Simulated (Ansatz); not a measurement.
Stepwise reaction of `N#[C][Sn]([C]#N)([C]#N)[C]#N` with hydrogen, as a gas-phase model of exchange steps in deposition or etching. ΔE in kJ/mol.

Gas-phase electronic energies from Ansatz, PBE0-D4/def2-TZVP geometries. CBS: MP2 limit from def2 TZ/QZ plus the TZ coupled-cluster correction, frozen cores. This one scheme is used for every species. Functionals use def2-TZVPP. B3LYP here is the variant with VWN-RPA as its local correlation; programs differ in this. Elements past krypton have def2 core potentials. For Sn outer-core shells are correlated without core-valence functions, which leaves a few kJ/mol of doubt a bond.

```tsv
step	reaction	PBE-D4	B3LYP-D4	ωB97M-V	CCSD(T)/CBS
1	`N#[C][Sn]([C]#N)([C]#N)[C]#N` + H₂ → `N#[C][SnH]([C]#N)[C]#N` + `C#N`	-33.7	-36.7	-37.3	-28.9
2	`N#[C][SnH]([C]#N)[C]#N` + H₂ → `N#[C][SnH2][C]#N` + `C#N`	-21.9	-24.0	-24.1	-16.3
3	`N#[C][SnH2][C]#N` + H₂ → `N#[C][SnH3]` + `C#N`	-8.5	-9.7	-9.1	-2.6
4	`N#[C][SnH3]` + H₂ → `[SnH4]` + `C#N`	6.3	6.0	7.4	12.7
```

Q: By hand: ΔE of the 4 steps together at CCSD(T)/CBS.

A: (-28.9) + (-16.3) + (-2.6) + (12.7) = -35.1 kJ/mol, or -8.8 kJ/mol a step.

In ΔE each step is higher than the one before. PBE-D4 differs from CCSD(T)/CBS by -6.4 to -4.8 kJ/mol a step. Isolated molecules leave out the surface, adducts and barriers. Largest T1 diagnostic: 0.015.
